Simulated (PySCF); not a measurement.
## Partial charges of `C=C(C)[SiH2]CN(C)[SiH3]`

Species: C₅H₁₅NSi₂.
Geometry (GFN2-xTB, Å), atoms numbered from 1 in this order:
```
atom  x, y, z in Å
C1     2.003    1.610   -0.704
C2     1.833    0.544    0.069
C3     2.669   -0.687   -0.120
Si4    0.550    0.506    1.459
C5    -0.839   -0.782    1.138
N6    -1.665   -0.579   -0.033
C7    -0.995   -0.903   -1.264
Si8   -2.995    0.505   -0.004
H9     1.413    2.502   -0.578
H10    2.733    1.635   -1.500
H11    3.240   -0.891    0.786
H12    2.035   -1.552   -0.308
H13    3.361   -0.573   -0.952
H14   -0.047    1.836    1.607
H15    1.212    0.084    2.702
H16   -1.497   -0.779    2.009
H17   -0.406   -1.789    1.079
H18   -0.150   -0.235   -1.467
H19   -1.697   -0.829   -2.091
H20   -0.615   -1.929   -1.220
H21   -3.819    0.130   -1.154
H22   -3.664    0.263    1.275
H23   -2.666    1.939   -0.103
```

Density: PBE0/pcSseg-1 (PySCF); schemes: Mulliken, IAO, Hirshfeld and ESP-fitted. The structure is a single GFN2-xTB conformer in the gas phase; no vibrational or solvent corrections.

For which atoms does the sign change between the 4 schemes (beyond +0.03 e in one, beyond −0.03 e in another)?

C2. Atomic charges aren't observables, and each scheme defines them in its own way.

Do the Mulliken, IAO, Hirshfeld and ESP-fitted schemes agree on where the charge is highest?

The schemes don't all agree: Mulliken Si4 (+0.702); IAO Si8 (+0.737); Hirshfeld Si8 (+0.336); ESP-fitted Si8 (+0.437).

At which atom do the 4 schemes differ most?

At C2: from -0.628 (Mulliken) to +0.120 e (ESP-fitted), 0.748 e apart.

Tabulate the Mulliken, IAO, Hirshfeld and ESP-fitted charges.

In e:

```csv
atom,environment,Mulliken,IAO,Hirshfeld,ESP-fitted
C1,terminal =CH2 carbon,-0.079,-0.307,-0.097,-0.533
C2,fully substituted alkene carbon,-0.628,-0.239,-0.074,+0.120
C3,allylic carbon,-0.177,-0.417,-0.118,-0.508
Si4,SiH2 silicon,+0.702,+0.715,+0.326,+0.420
C5,sp3 carbon bound to nitrogen,-0.282,-0.415,-0.110,-0.235
N6,silicon-bound nitrogen,-0.771,-0.501,-0.175,-0.235
C7,N-methyl carbon,-0.074,-0.297,-0.073,-0.480
Si8,SiH3 silicon,+0.624,+0.737,+0.336,+0.437
H9,vinylic hydrogen,+0.111,+0.145,+0.042,+0.183
H10,vinylic hydrogen,+0.104,+0.140,+0.043,+0.206
H11,methyl hydrogen,+0.131,+0.151,+0.045,+0.151
H12,methyl hydrogen,+0.119,+0.143,+0.043,+0.145
H13,methyl hydrogen,+0.114,+0.143,+0.045,+0.152
H14,Si–H hydrogen,-0.083,-0.121,-0.076,-0.106
H15,Si–H hydrogen,-0.091,-0.128,-0.083,-0.132
H16,methylene hydrogen,+0.142,+0.148,+0.040,+0.108
H17,methylene hydrogen,+0.130,+0.135,+0.036,+0.108
H18,methyl hydrogen,+0.129,+0.125,+0.024,+0.186
H19,methyl hydrogen,+0.116,+0.144,+0.044,+0.171
H20,methyl hydrogen,+0.105,+0.129,+0.037,+0.157
H21,Si–H hydrogen,-0.115,-0.132,-0.080,-0.100
H22,Si–H hydrogen,-0.114,-0.135,-0.081,-0.106
H23,Si–H hydrogen,-0.111,-0.163,-0.094,-0.110
```

Mean size of the charges over all atoms: IAO 0.248 e, ESP-fitted 0.221 e, Mulliken 0.220 e, Hirshfeld 0.092 e. Each set sums to the total charge, 0, to within 0.001 e. The ESP scheme fits charges at the nuclei, held to the total charge, to the electrostatic potential on points at 1.4 to 2.0 times the van der Waals radii.

Sum the charges by element, for elements with more than one atom.

```
element  atoms  Mulliken     IAO  Hirshfeld  ESP-fitted
      C      5    -1.239  -1.675     -0.473      -1.636
     Si      2    +1.325  +1.452     +0.662      +0.857
      H     15    +0.686  +0.725     -0.015      +1.014
```

How many electrons does the IAO scheme count on Si4?

Z − q = 14 − (+0.715) = 13.285.

How closely do the schemes follow one another over all atoms?

Correlation coefficient and root-mean-square difference: IAO with Hirshfeld 0.97, 0.191 e; Mulliken with IAO 0.90, 0.136 e; Mulliken with Hirshfeld 0.89, 0.207 e; IAO with ESP-fitted 0.87, 0.151 e; Hirshfeld with ESP-fitted 0.81, 0.179 e; Mulliken with ESP-fitted 0.62, 0.253 e.

The run behind these numbers computed NMR shieldings as well. Time: 2.7 min wall, 2.2 min CPU; peak memory 0.96 GiB. Hardware: Intel Xeon at 2.50 GHz, one thread, shared host.
